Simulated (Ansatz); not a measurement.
This geometry of a periodic cell of 13 atoms, Sc12H (host Sc, host structure hcp, interstitial H) is a first-order saddle point.

Computed with DFT PBE, scalar-relativistic, plane waves, PAW in Ansatz. Settings: cutoff 420 eV, k mesh 3x2x3, gaussian smearing 0.05 eV, no spin polarisation.

```xyz
13
Lattice="6.6200 0.0000 0.0000 -4.9650 8.5996 0.0000 0.0000 0.0000 5.2761" Properties=species:S:1:pos:R:3
Sc -0.004 0.015 0.000
Sc -0.004 1.913 2.638
Sc -1.657 2.850 0.000
Sc -1.660 4.722 2.638
Sc -3.330 5.718 0.000
Sc -3.342 7.666 2.638
Sc 3.316 0.024 0.000
Sc 3.307 1.911 2.638
Sc 1.649 2.851 0.000
Sc 1.653 4.780 2.638
Sc 0.001 5.727 0.000
Sc 0.034 7.656 2.638
H -1.668 6.696 5.276
```

(1) Which two structures does it join? (They come from a converged band through this point; their orientation in space is the band's.)

(2) How far does it lie above each of them?

Answers

(1) The atom that moves furthest is H13, by 2.63 Å; four of its nearest neighbours are Sc7 2.30, Sc5 2.30, Sc6 2.31, Sc12 2.33 Å at the first end and Sc4 2.31, Sc5 2.32, Sc7 2.32, Sc12 2.32 Å at the last.

First end point:

```xyz
13
Lattice="6.6200 0.0000 0.0000 -4.9650 8.5996 0.0000 0.0000 0.0000 5.2761" Properties=species:S:1:pos:R:3
Sc -0.003 -0.001 -0.018
Sc -0.001 1.912 2.629
Sc -1.656 2.871 -0.007
Sc -1.657 4.781 2.644
Sc -3.302 5.736 0.000
Sc -3.303 7.641 2.634
Sc 3.311 -0.005 -0.007
Sc 3.310 1.908 2.645
Sc 1.655 2.867 0.009
Sc 1.655 4.780 2.658
Sc -0.007 5.738 0.007
Sc -0.008 7.643 2.638
H -1.670 6.703 3.968
```

Last end point:

```xyz
13
Lattice="6.6200 0.0000 0.0000 -4.9650 8.5996 0.0000 0.0000 0.0000 5.2761" Properties=species:S:1:pos:R:3
Sc -0.009 -0.006 0.028
Sc -0.007 1.907 2.650
Sc -1.661 2.867 0.010
Sc -1.663 4.777 2.631
Sc -3.308 5.730 -0.004
Sc -3.311 7.637 2.648
Sc 3.305 -0.009 0.005
Sc 3.305 1.901 2.625
Sc 1.650 2.860 -0.015
Sc 1.652 4.774 2.608
Sc -0.011 5.731 -0.011
Sc -0.013 7.637 2.640
H -1.663 6.683 6.594
```

(2) 0.71 eV above the first and 0.71 eV above the second. This is the barrier of this one path; another mechanism may lie lower. Limits of this set-up: coarse k mesh, odd electron count without spin, a small cell, in which the defect meets its images, a typed lattice constant that wasn't relaxed here.

Run time: 9.7 min on 2 threads of Intel(R) Xeon(R) CPU @ 2.60GHz (Ice Lake), with other jobs on the host, peak memory 1.5 GiB.
